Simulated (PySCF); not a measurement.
Task: Write Cartesian coordinates for `[GeH3][O][GaH2-][AsH3+]` as optimised with PBE0-D3(BJ)/def2-SVP.

Result: 
```xyz
12
AsGaGeH8O angstrom
Ge    -2.3109    0.5375    0.4813
O     -0.6567    0.0156    0.2031
Ga     0.3883   -1.4747    0.3595
As     2.1886    0.3032   -0.4395
H     -3.0786   -0.5022    1.3318
H     -2.2733    1.8910    1.2232
H     -3.0242    0.7180   -0.8774
H      0.3210   -2.4842   -0.8425
H      0.8610   -1.8202    1.8179
H      2.1872    1.5151    0.4588
H      1.7611    0.9989   -1.7079
H      3.6786    0.2731   -0.7239
```

Any rigid rotation of these coordinates is as good. Atoms count from 1 in this order. Ge1 (germanium bonded to O and 3 H) is tetrahedral (angles from 108.3° to 110.8°). Ga3 (gallium bonded to As, O and 2 H) has angles from 79.4° to 125.6°. As4 (arsenic bonded to Ga and 3 H) has angles from 97.4° to 135.2°. The 4 heavy atoms lie in one plane (0.016 Å rms).

Bonds between heavy atoms (Å): Ge1–O2 1.757, O2–Ga3 1.827, Ga3–As4 2.653.

Computed, not measured: PySCF, PBE0-D3(BJ)/def2-SVP geometry optimisation, gas phase.

PBE0-D3(BJ)/def2-SVP frequencies: not computed here. One conformer, not necessarily the lowest (Ge1–O2–Ga3–As4 -176°).
